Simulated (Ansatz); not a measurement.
**Molecular dynamics of C$_{4}$H$_{10}$BN**

input.yaml

```yaml
crystal:
  periodic: [false, false, false]
  atoms:
    - { symbol: C, position_ang: [0.574243, -1.84582, 0.164412] }
    - { symbol: C, position_ang: [0.884593, -0.3937, 0.597875] }
    - { symbol: C, position_ang: [-0.129311, 0.653961, 0.070431] }
    - { symbol: C, position_ang: [-0.128046, 0.807349, -1.465216] }
    - { symbol: B, position_ang: [-0.716707, 1.770984, 1.0125] }
    - { symbol: "N", position_ang: [-1.455859, 0.682286, 0.738174] }
    - { symbol: H, position_ang: [-0.425544, -2.147105, 0.502816] }
    - { symbol: H, position_ang: [0.61378, -1.950945, -0.926596] }
    - { symbol: H, position_ang: [1.304969, -2.539293, 0.600302] }
    - { symbol: H, position_ang: [0.909439, -0.348517, 1.697212] }
    - { symbol: H, position_ang: [1.887376, -0.114512, 0.238643] }
    - { symbol: H, position_ang: [0.86821, 1.11904, -1.805999] }
    - { symbol: H, position_ang: [-0.378518, -0.136015, -1.970369] }
    - { symbol: H, position_ang: [-0.852342, 1.56839, -1.781413] }
    - { symbol: H, position_ang: [-0.68575, 2.780514, 1.586573] }
    - { symbol: H, position_ang: [-2.293333, 0.070982, 0.784855] }
magnetization:
  spin_polarized: true
basis:
  gaussian: { orbitals: STO-3G }
hamiltonian:
  xc: pbe0
md:
  timestep: 0.25
  n_steps: 91
  ensemble: nvt_langevin
  temperature: 300.0
  initial_velocities: maxwell_boltzmann
  seed: 213529
  friction: 0.005
```

Launched with:

```bash
$ ansatz run input.yaml --threads 1 --pin off --max-ram 2048MiB --backend cpu --events-out ev --progress --plain --runs-dir out
```

It starts from a relaxed structure.

Output, in part (step lines, the closing report, with atoms numbered from 0):

```
md step     0: t =     0.00 fs  T =   281.3 K  F+E_penalty+E_count = -6390.76977918 eV  E_kin = 0.581670 eV  (25 SCF iters)
md step     1: t =     0.25 fs  T =   276.7 K  F+E_penalty+E_count = -6390.76568893 eV  E_kin = 0.572332 eV  (22 SCF iters)
md step     2: t =     0.50 fs  T =   266.1 K  F+E_penalty+E_count = -6390.75367838 eV  E_kin = 0.550326 eV  (23 SCF iters)
md step     3: t =     0.75 fs  T =   264.2 K  F+E_penalty+E_count = -6390.73483438 eV  E_kin = 0.546391 eV  (23 SCF iters)
md step     4: t =     1.00 fs  T =   256.7 K  F+E_penalty+E_count = -6390.71060880 eV  E_kin = 0.530975 eV  (22 SCF iters)
md step     5: t =     1.25 fs  T =   249.9 K  F+E_penalty+E_count = -6390.68282054 eV  E_kin = 0.516852 eV  (22 SCF iters)
md step     6: t =     1.50 fs  T =   240.8 K  F+E_penalty+E_count = -6390.65333356 eV  E_kin = 0.497952 eV  (22 SCF iters)
md step     7: t =     1.75 fs  T =   225.6 K  F+E_penalty+E_count = -6390.62494095 eV  E_kin = 0.466594 eV  (22 SCF iters)
md step     8: t =     2.00 fs  T =   209.8 K  F+E_penalty+E_count = -6390.60045309 eV  E_kin = 0.433952 eV  (23 SCF iters)
md step     9: t =     2.25 fs  T =   203.5 K  F+E_penalty+E_count = -6390.58172014 eV  E_kin = 0.420864 eV  (23 SCF iters)
md step    10: t =     2.50 fs  T =   191.8 K  F+E_penalty+E_count = -6390.56923971 eV  E_kin = 0.396702 eV  (22 SCF iters)
md step    11: t =     2.75 fs  T =   183.2 K  F+E_penalty+E_count = -6390.56242262 eV  E_kin = 0.378939 eV  (23 SCF iters)
md step    12: t =     3.00 fs  T =   178.5 K  F+E_penalty+E_count = -6390.56009672 eV  E_kin = 0.369076 eV  (23 SCF iters)
md step    13: t =     3.25 fs  T =   176.5 K  F+E_penalty+E_count = -6390.56113665 eV  E_kin = 0.364927 eV  (23 SCF iters)
md step    14: t =     3.50 fs  T =   172.6 K  F+E_penalty+E_count = -6390.56406381 eV  E_kin = 0.356881 eV  (23 SCF iters)
md step    15: t =     3.75 fs  T =   172.8 K  F+E_penalty+E_count = -6390.56733183 eV  E_kin = 0.357390 eV  (23 SCF iters)
md step    16: t =     4.00 fs  T =   173.2 K  F+E_penalty+E_count = -6390.56951023 eV  E_kin = 0.358201 eV  (24 SCF iters)
md step    17: t =     4.25 fs  T =   177.0 K  F+E_penalty+E_count = -6390.56908944 eV  E_kin = 0.366130 eV  (24 SCF iters)
md step    18: t =     4.50 fs  T =   177.8 K  F+E_penalty+E_count = -6390.56490122 eV  E_kin = 0.367720 eV  (24 SCF iters)
md step    19: t =     4.75 fs  T =   172.0 K  F+E_penalty+E_count = -6390.55658395 eV  E_kin = 0.355621 eV  (24 SCF iters)
md step    20: t =     5.00 fs  T =   167.2 K  F+E_penalty+E_count = -6390.54430992 eV  E_kin = 0.345895 eV  (24 SCF iters)
md step    21: t =     5.25 fs  T =   159.5 K  F+E_penalty+E_count = -6390.52845990 eV  E_kin = 0.329772 eV  (26 SCF iters)
md step    22: t =     5.50 fs  T =   153.2 K  F+E_penalty+E_count = -6390.51039298 eV  E_kin = 0.316865 eV  (24 SCF iters)
md step    23: t =     5.75 fs  T =   141.6 K  F+E_penalty+E_count = -6390.49181808 eV  E_kin = 0.292820 eV  (24 SCF iters)
md step    24: t =     6.00 fs  T =   136.1 K  F+E_penalty+E_count = -6390.47410943 eV  E_kin = 0.281519 eV  (24 SCF iters)
md step    25: t =     6.25 fs  T =   129.7 K  F+E_penalty+E_count = -6390.45880294 eV  E_kin = 0.268223 eV  (23 SCF iters)
md step    26: t =     6.50 fs  T =   126.0 K  F+E_penalty+E_count = -6390.44716443 eV  E_kin = 0.260635 eV  (21 SCF iters)
md step    27: t =     6.75 fs  T =   126.3 K  F+E_penalty+E_count = -6390.44079445 eV  E_kin = 0.261243 eV  (24 SCF iters)
md step    28: t =     7.00 fs  T =   125.2 K  F+E_penalty+E_count = -6390.44047749 eV  E_kin = 0.259016 eV  (24 SCF iters)
md step    29: t =     7.25 fs  T =   129.2 K  F+E_penalty+E_count = -6390.44599115 eV  E_kin = 0.267105 eV  (24 SCF iters)
md step    30: t =     7.50 fs  T =   134.9 K  F+E_penalty+E_count = -6390.45735654 eV  E_kin = 0.279046 eV  (24 SCF iters)
md step    31: t =     7.75 fs  T =   144.3 K  F+E_penalty+E_count = -6390.47394147 eV  E_kin = 0.298472 eV  (23 SCF iters)
md step    32: t =     8.00 fs  T =   151.8 K  F+E_penalty+E_count = -6390.49395144 eV  E_kin = 0.313900 eV  (23 SCF iters)
md step    33: t =     8.25 fs  T =   162.3 K  F+E_penalty+E_count = -6390.51535026 eV  E_kin = 0.335684 eV  (23 SCF iters)
md step    34: t =     8.50 fs  T =   178.7 K  F+E_penalty+E_count = -6390.53681910 eV  E_kin = 0.369683 eV  (23 SCF iters)
md step    35: t =     8.75 fs  T =   185.6 K  F+E_penalty+E_count = -6390.55654692 eV  E_kin = 0.383945 eV  (23 SCF iters)
md step    36: t =     9.00 fs  T =   196.3 K  F+E_penalty+E_count = -6390.57318056 eV  E_kin = 0.405955 eV  (24 SCF iters)
md step    37: t =     9.25 fs  T =   196.6 K  F+E_penalty+E_count = -6390.58550235 eV  E_kin = 0.406667 eV  (23 SCF iters)
md step    38: t =     9.50 fs  T =   196.6 K  F+E_penalty+E_count = -6390.59216826 eV  E_kin = 0.406601 eV  (24 SCF iters)
md step    39: t =     9.75 fs  T =   199.4 K  F+E_penalty+E_count = -6390.59291330 eV  E_kin = 0.412302 eV  (22 SCF iters)
md step    40: t =    10.00 fs  T =   200.0 K  F+E_penalty+E_count = -6390.58847509 eV  E_kin = 0.413672 eV  (22 SCF iters)
md step    41: t =    10.25 fs  T =   203.4 K  F+E_penalty+E_count = -6390.57938482 eV  E_kin = 0.420730 eV  (23 SCF iters)
md step    42: t =    10.50 fs  T =   194.7 K  F+E_penalty+E_count = -6390.56673312 eV  E_kin = 0.402760 eV  (22 SCF iters)
md step    43: t =    10.75 fs  T =   183.3 K  F+E_penalty+E_count = -6390.55215326 eV  E_kin = 0.379045 eV  (23 SCF iters)
md step    44: t =    11.00 fs  T =   179.5 K  F+E_penalty+E_count = -6390.53686598 eV  E_kin = 0.371139 eV  (25 SCF iters)
md step    45: t =    11.25 fs  T =   171.5 K  F+E_penalty+E_count = -6390.52249065 eV  E_kin = 0.354768 eV  (23 SCF iters)
md step    46: t =    11.50 fs  T =   167.1 K  F+E_penalty+E_count = -6390.51086513 eV  E_kin = 0.345493 eV  (22 SCF iters)
md step    47: t =    11.75 fs  T =   169.5 K  F+E_penalty+E_count = -6390.50310701 eV  E_kin = 0.350455 eV  (23 SCF iters)
md step    48: t =    12.00 fs  T =   170.1 K  F+E_penalty+E_count = -6390.49911729 eV  E_kin = 0.351868 eV  (23 SCF iters)
md step    49: t =    12.25 fs  T =   168.6 K  F+E_penalty+E_count = -6390.49841949 eV  E_kin = 0.348602 eV  (23 SCF iters)
md step    50: t =    12.50 fs  T =   168.3 K  F+E_penalty+E_count = -6390.50088381 eV  E_kin = 0.348021 eV  (22 SCF iters)
md step    51: t =    12.75 fs  T =   172.3 K  F+E_penalty+E_count = -6390.50554759 eV  E_kin = 0.356414 eV  (22 SCF iters)
md step    52: t =    13.00 fs  T =   182.7 K  F+E_penalty+E_count = -6390.51094394 eV  E_kin = 0.377754 eV  (22 SCF iters)
md step    53: t =    13.25 fs  T =   189.6 K  F+E_penalty+E_count = -6390.51559587 eV  E_kin = 0.392201 eV  (22 SCF iters)
md step    54: t =    13.50 fs  T =   190.3 K  F+E_penalty+E_count = -6390.51767185 eV  E_kin = 0.393653 eV  (23 SCF iters)
md step    55: t =    13.75 fs  T =   188.3 K  F+E_penalty+E_count = -6390.51631397 eV  E_kin = 0.389530 eV  (23 SCF iters)
md step    56: t =    14.00 fs  T =   189.6 K  F+E_penalty+E_count = -6390.51153919 eV  E_kin = 0.392133 eV  (22 SCF iters)
md step    57: t =    14.25 fs  T =   181.0 K  F+E_penalty+E_count = -6390.50307236 eV  E_kin = 0.374413 eV  (22 SCF iters)
md step    58: t =    14.50 fs  T =   181.7 K  F+E_penalty+E_count = -6390.49103786 eV  E_kin = 0.375794 eV  (22 SCF iters)
md step    59: t =    14.75 fs  T =   171.8 K  F+E_penalty+E_count = -6390.47627693 eV  E_kin = 0.355234 eV  (23 SCF iters)
md step    60: t =    15.00 fs  T =   163.3 K  F+E_penalty+E_count = -6390.46085845 eV  E_kin = 0.337717 eV  (22 SCF iters)
md step    61: t =    15.25 fs  T =   157.2 K  F+E_penalty+E_count = -6390.44616603 eV  E_kin = 0.325170 eV  (22 SCF iters)
md step    62: t =    15.50 fs  T =   153.3 K  F+E_penalty+E_count = -6390.43280178 eV  E_kin = 0.317123 eV  (22 SCF iters)
md step    63: t =    15.75 fs  T =   151.7 K  F+E_penalty+E_count = -6390.42162595 eV  E_kin = 0.313843 eV  (22 SCF iters)
md step    64: t =    16.00 fs  T =   149.7 K  F+E_penalty+E_count = -6390.41389273 eV  E_kin = 0.309542 eV  (23 SCF iters)
md step    65: t =    16.25 fs  T =   152.2 K  F+E_penalty+E_count = -6390.41115120 eV  E_kin = 0.314825 eV  (22 SCF iters)
md step    66: t =    16.50 fs  T =   153.0 K  F+E_penalty+E_count = -6390.41411143 eV  E_kin = 0.316481 eV  (22 SCF iters)
md step    67: t =    16.75 fs  T =   152.9 K  F+E_penalty+E_count = -6390.42248471 eV  E_kin = 0.316242 eV  (26 SCF iters)
md step    68: t =    17.00 fs  T =   155.4 K  F+E_penalty+E_count = -6390.43557385 eV  E_kin = 0.321475 eV  (22 SCF iters)
md step    69: t =    17.25 fs  T =   165.4 K  F+E_penalty+E_count = -6390.45156213 eV  E_kin = 0.342036 eV  (22 SCF iters)
md step    70: t =    17.50 fs  T =   175.3 K  F+E_penalty+E_count = -6390.46866584 eV  E_kin = 0.362508 eV  (22 SCF iters)
md step    71: t =    17.75 fs  T =   182.1 K  F+E_penalty+E_count = -6390.48603078 eV  E_kin = 0.376705 eV  (22 SCF iters)
md step    72: t =    18.00 fs  T =   191.2 K  F+E_penalty+E_count = -6390.50259929 eV  E_kin = 0.395396 eV  (23 SCF iters)
md step    73: t =    18.25 fs  T =   203.2 K  F+E_penalty+E_count = -6390.51719983 eV  E_kin = 0.420197 eV  (23 SCF iters)
md step    74: t =    18.50 fs  T =   207.1 K  F+E_penalty+E_count = -6390.52842522 eV  E_kin = 0.428238 eV  (22 SCF iters)
md step    75: t =    18.75 fs  T =   209.2 K  F+E_penalty+E_count = -6390.53566455 eV  E_kin = 0.432696 eV  (22 SCF iters)
md step    76: t =    19.00 fs  T =   213.0 K  F+E_penalty+E_count = -6390.53929394 eV  E_kin = 0.440511 eV  (22 SCF iters)
md step    77: t =    19.25 fs  T =   212.8 K  F+E_penalty+E_count = -6390.53939310 eV  E_kin = 0.440146 eV  (22 SCF iters)
md step    78: t =    19.50 fs  T =   207.0 K  F+E_penalty+E_count = -6390.53641905 eV  E_kin = 0.428093 eV  (22 SCF iters)
md step    79: t =    19.75 fs  T =   201.1 K  F+E_penalty+E_count = -6390.53136350 eV  E_kin = 0.415820 eV  (23 SCF iters)
md step    80: t =    20.00 fs  T =   202.2 K  F+E_penalty+E_count = -6390.52504247 eV  E_kin = 0.418105 eV  (23 SCF iters)
md step    81: t =    20.25 fs  T =   197.9 K  F+E_penalty+E_count = -6390.51858549 eV  E_kin = 0.409236 eV  (23 SCF iters)
md step    82: t =    20.50 fs  T =   195.5 K  F+E_penalty+E_count = -6390.51254792 eV  E_kin = 0.404419 eV  (23 SCF iters)
md step    83: t =    20.75 fs  T =   188.9 K  F+E_penalty+E_count = -6390.50723277 eV  E_kin = 0.390589 eV  (22 SCF iters)
md step    84: t =    21.00 fs  T =   188.8 K  F+E_penalty+E_count = -6390.50313247 eV  E_kin = 0.390495 eV  (23 SCF iters)
md step    85: t =    21.25 fs  T =   191.5 K  F+E_penalty+E_count = -6390.50031202 eV  E_kin = 0.396057 eV  (23 SCF iters)
md step    86: t =    21.50 fs  T =   192.4 K  F+E_penalty+E_count = -6390.49832366 eV  E_kin = 0.397887 eV  (23 SCF iters)
md step    87: t =    21.75 fs  T =   189.3 K  F+E_penalty+E_count = -6390.49695896 eV  E_kin = 0.391431 eV  (24 SCF iters)
md step    88: t =    22.00 fs  T =   190.8 K  F+E_penalty+E_count = -6390.49616926 eV  E_kin = 0.394632 eV  (24 SCF iters)
md step    89: t =    22.25 fs  T =   196.4 K  F+E_penalty+E_count = -6390.49567561 eV  E_kin = 0.406126 eV  (23 SCF iters)
md step    90: t =    22.50 fs  T =   197.2 K  F+E_penalty+E_count = -6390.49504237 eV  E_kin = 0.407775 eV  (25 SCF iters)
md step    91: t =    22.75 fs  T =   194.2 K  F+E_penalty+E_count = -6390.49370600 eV  E_kin = 0.401675 eV  (25 SCF iters)
Total energy: -6390.49372728 eV, -234.8463128454 hartree
Atom 0 at     0.691532    -1.770532     0.019969 Å, force    -0.240425     0.954447    -0.474130 eV/Å
Atom 1 at     0.907600    -0.368420     0.659993 Å, force     0.047939     0.023895    -1.501420 eV/Å
Atom 2 at    -0.158859     0.602703     0.107749 Å, force     0.563183     1.412278     0.376027 eV/Å
Atom 3 at    -0.068833     0.793140    -1.414444 Å, force     0.161037     0.047355    -0.568908 eV/Å
Atom 4 at    -0.794216     1.734750     1.038935 Å, force    -0.960348    -1.833772    -0.602039 eV/Å
Atom 5 at    -1.516838     0.623204     0.677840 Å, force    -0.496063     0.910057     0.805241 eV/Å
Atom 6 at    -0.346056    -2.100117     0.137837 Å, force    -0.031541    -0.085968     0.390729 eV/Å
Atom 7 at     0.852059    -1.717667    -1.068286 Å, force     0.272182    -0.051295     0.288602 eV/Å
Atom 8 at     1.363393    -2.492398     0.438476 Å, force     0.610488    -0.900927     0.409566 eV/Å
Atom 9 at     0.889328    -0.383414     1.740225 Å, force    -0.230799    -0.313311     0.829705 eV/Å
Atom 10 at     1.895132     0.068035     0.375353 Å, force    -0.447669    -0.511807     0.032427 eV/Å
Atom 11 at     0.806821     1.381160    -1.771712 Å, force    -0.323190    -0.458740     0.520706 eV/Å
Atom 12 at    -0.077119    -0.180000    -1.920811 Å, force     0.208815     0.053173    -0.130282 eV/Å
Atom 13 at    -0.960076     1.310647    -1.752117 Å, force    -0.422741     0.416737    -0.200906 eV/Å
Atom 14 at    -0.875971     2.694845     1.688226 Å, force     0.191526     0.119517    -0.144682 eV/Å
Atom 15 at    -2.441089     0.103712     0.614418 Å, force     1.097607     0.218363    -0.030635 eV/Å
Dipole moment:    -0.180449    -0.166088    -0.079377 e Å
```

All steps were run. The mean temperature of the second half is 39 % below the set value. A run of 0.023 ps of so small a system gives no equilibrium averages. Limits of this set-up: minimal basis.

The same pairs are bonded in the first frame and the last. Pairs count as bonded within 1.25 times the sum of covalent radii (0.12 Å more for H–H).

Last frame:

```xyz
16
Properties=species:S:1:pos:R:3
C 0.692 -1.770 0.020
C 0.908 -0.368 0.660
C -0.159 0.603 0.108
C -0.069 0.793 -1.414
B -0.794 1.735 1.039
N -1.517 0.623 0.678
H -0.346 -2.100 0.138
H 0.852 -1.718 -1.068
H 1.363 -2.492 0.439
H 0.889 -0.383 1.740
H 1.895 0.068 0.375
H 0.807 1.381 -1.772
H -0.077 -0.180 -1.921
H -0.960 1.311 -1.752
H -0.876 2.695 1.688
H -2.441 0.104 0.614
```

The run took 10 min on 1 thread of Intel(R) Xeon(R) Platinum 8259CL CPU @ 2.50GHz (Skylake/Cascade Lake) (shared host), peak memory 0.17 GiB.
